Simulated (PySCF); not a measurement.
## Relaxation of singlet SbBr3

All numbers come from PBE0 in PySCF with Sb def2-SVP with ECP28, Br def2-SVP; scalar-relativistic core potentials, no spin–orbit coupling; density-fitted integrals. A (50,194) grid was used.

A start displaced from a saddle point along its imaginary mode, of C3v symmetry, held to at least that symmetry:

```xyz
4
charge 0 multiplicity 1, angstrom
Sb    0.0000    0.0000    0.2500
Br    2.6125    0.0000   -0.1277
Br   -1.3062    2.2625   -0.1277
Br   -1.3062   -2.2625   -0.1277
```

Optimiser trace:
```json
{"step": "0", "E − E(last) (kJ/mol)": "117.18", "largest gradient (Eh/bohr)": "0.02363"}
{"step": "1", "E − E(last) (kJ/mol)": "78.14", "largest gradient (Eh/bohr)": "0.01975"}
{"step": "2", "E − E(last) (kJ/mol)": "35.40", "largest gradient (Eh/bohr)": "0.02293"}
{"step": "3", "E − E(last) (kJ/mol)": "7.28", "largest gradient (Eh/bohr)": "0.01209"}
{"step": "4", "E − E(last) (kJ/mol)": "0.85", "largest gradient (Eh/bohr)": "0.00949"}
{"step": "5", "E − E(last) (kJ/mol)": "0.15", "largest gradient (Eh/bohr)": "0.00313"}
{"step": "6", "E − E(last) (kJ/mol)": "0.00", "largest gradient (Eh/bohr)": "0.00013"}
{"step": "7", "E − E(last) (kJ/mol)": "0.00", "largest gradient (Eh/bohr)": "0.00002"}
```

It ends at C3v with Sb–Br 2.520 Å (×3); Br–Sb–Br 98.9° (×3) (after a last refinement on a finer grid). A frequency run shows a minimum. Other isomers or separated fragments may lie lower.

Final geometry:
Coordinates in bohr (charge 0 multiplicity 1):
```
Sb    0.0000    0.0000    1.5139
Br    4.1769    0.0000   -0.7720
Br   -2.0884    3.6173   -0.7720
Br   -2.0884   -3.6173   -0.7720
```
